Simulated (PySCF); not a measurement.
Computed properties of Ge(OH)4 (GeH4O4), SMILES [OH][Ge]([OH])([OH])[OH]

GeH4O4, SMILES [OH][Ge]([OH])([OH])[OH]. The structure is a stationary point at ωB97X-D3(BJ)/def2-SVP. The isomer is the one that the SMILES or the coordinates give; other isomers of the formula were not compared. One conformer was computed; it need not be the lowest. All values are computed for the isolated molecule unless a solvent is named; none is compared with measurement here.

**Structure.** The optimised structure has S4 symmetry. All 21 harmonic modes at ωB97X-D3(BJ)/def2-SVP (PySCF) are real, so it is a minimum. With heavy atoms numbered as in [OH:1][Ge:2]([OH:3])([OH:4])[OH:5], the shortest bond between them is Ge2–O3 at 1.757 Å and the longest Ge2–O5 at 1.757 Å.

**Vibrations.** The strongest infrared lines (harmonic, unscaled, degenerate partners summed) lie at 3905 cm⁻¹ (381 km/mol, H 94 %), 918 cm⁻¹ (347 km/mol, H 86 %, O 10 %), 777 cm⁻¹ (264 km/mol, O 76 %, Ge 22 %). The softest mode is at 155 cm⁻¹ and the zero-point energy is 35.0 kcal/mol.

**Electronic structure.** r2SCAN/def2-TZVP (PySCF) places the frontier levels at -7.82 and -0.76 eV, a gap of 7.06 eV, and gives a dipole moment of 0.00 D and a mean polarisability of 40.3 bohr³.

**Excitations.** TDA-ωB97X/def2-SVPD (PySCF) has S1 at 7.84 eV (158 nm, f = 0.064, bright); the most intense of the 10 singlets computed lies at 9.19 eV (f = 0.35). Strengths of degenerate partners are summed. T1 (TDA) is at 7.40 eV, 0.44 eV under S1. No vertical singlet excitation falls in the visible range (under 3.1 eV).

**NMR.** GIAO shifts at HF/pcSseg-1 (PySCF) (non-relativistic, atoms alike by connectivity averaged): ¹H at 2.1 ppm against TMS.
